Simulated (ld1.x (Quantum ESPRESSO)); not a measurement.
**Which change was made? (Hf, ultrasoft)**

```
Element                 : Hf
Generator               : ld1.x (Quantum ESPRESSO) 7.5
Type                    : ultrasoft
Functional              : PBE
Relativity              : scalar-relativistic
Frozen core             : [Xe] 4f14
Valence charge          : 4
Reference configuration : 5d2 6s2 6p0
Partial waves           : 6s (bound): rcut 2.90, rcutus 3.05 bohr; 6s channel at 0.85 Ry: rcut 2.90, rcutus 3.05 bohr; 6p (bound, empty): rcut 2.55, rcutus 3.00 bohr; 6p channel at 1.9 Ry: rcut 2.55, rcutus 3.00 bohr; 5d (bound): rcut 1.80, rcutus 2.05 bohr; 5d channel at 0.35 Ry: rcut 1.80, rcutus 2.05 bohr
Local potential         : all-electron potential smoothed inside 2.40 bohr (lloc = -1)
Core correction         : a·sin(br)/r model core, default radius (core density twice the valence density)
Augmentation charge     : PSQ, inside the norm-conserving radii
```

Cutoffs, loose and tight: the cutoffs (Ry, on a coarse ladder) from which the occupation-weighted sum of valence levels, in a spherical-Bessel basis at the reference potential, stays within 10 and 1 mRy of its value at 400 Ry. They do not see the model core or the augmentation charge, which bear on the density cutoff. Test errors are all-electron minus pseudo excitation energies from the reference, over the configurations 5d2 6s1 6p0; 5d2 6s0 6p0; 5d1 6s0 6p0; 5d2 6s1 6p1; 5d3 6s0 6p0; 5d2.5 6s1.5 6p0; 5d2 6s0 6p2; variants that change the core or the reference have their own tests.

The base gives: outcome: generated; cutoff, loose: 21 Ry; cutoff, tight: 25 Ry; bound ghosts: none; largest test error (meV): -297.

(1) After one change the result is: outcome: generated; cutoff, loose: 18 Ry; cutoff, tight: 25 Ry; bound ghosts: s, p; largest test error (meV): -297. Which change was it?
A. local potential all-electron potential smoothed inside 1.95 bohr (lloc = -1)
B. waves 6s (bound): rcut 1.76, rcutus 1.86 bohr; 6s channel at 0.85 Ry: rcut 1.76, rcutus 1.86 bohr
C. waves 5d (bound): rcut 1.80, rcutus 2.44 bohr; 5d channel at 0.35 Ry: rcut 1.80, rcutus 2.44 bohr

Answers

(1) A. The others give: waves 6s (bound): rcut 1.76, rcutus 1.86 bohr; 6s channel at 0.85 Ry: rcut 1.76, rcutus 1.86 bohr → outcome: failed: run_pseudo: Errors in PS-KS equation | waves 5d (bound): rcut 1.80, rcutus 2.44 bohr; 5d channel at 0.35 Ry: rcut 1.80, rcutus 2.44 bohr → outcome: failed: chargeps: negative rho.
